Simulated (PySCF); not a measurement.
Spin states and ions at one geometry of [WO2F2]−

PySCF 2.14.0, UKS B3LYP, W def2-SVP with ECP60, O def2-SVP, F def2-SVP; non-relativistic Hamiltonian with scalar-relativistic core potentials where named; density fitting; no spin-orbit coupling; singlets restricted, open shells unrestricted. The geometry is relaxed for charge -1, doublet, vacuum:

```xyz
5

W     0.0000    0.0000    0.1975
O     1.0277    1.0277    1.1632
O    -1.0277   -1.0277    1.1632
F     0.8937   -0.8937   -1.2926
F    -0.8937    0.8937   -1.2926
```

Energies count from the relaxed state; an electron taken off or put on is at rest in vacuum. Charges and spins are Mulliken's.

| state | energy (eV) | spin squared | charge on W1 (e) | spin on W1 (e) | dipole about the centre of mass (D) |
| --- | --- | --- | --- | --- | --- |
| charge -1, doublet, vacuum | 0.00 | 0.75 | 0.81 | 0.96 | 0.34 |
| charge -1, quartet, vacuum | 4.91 | 3.77 | 0.63 | 1.57 | 1.16 |
| charge 0, triplet, vacuum | 5.58 | 2.03 | 1.15 | 0.72 | 2.22 |

Q: What does the state charge 0, singlet, vacuum give?

A: energy (eV) 2.60, spin squared 0.00, charge on W1 (e) 1.31, spin on W1 (e) 0.00, dipole about the centre of mass (D) 0.39.

With an electron taken off (singlet, the lower of the two states computed) the charges change, summed by element, by W +0.50 e, O +0.31 e, F +0.20 e. The vertical ionisation energy is 2.60 eV, against −ε(HOMO) = 0.06 eV over both spins of the relaxed state. The level lies 2.5 eV too high, as is usual for semilocal functionals and global hybrids, which keep a self-interaction error.

Open shells may have lower solutions than those found.
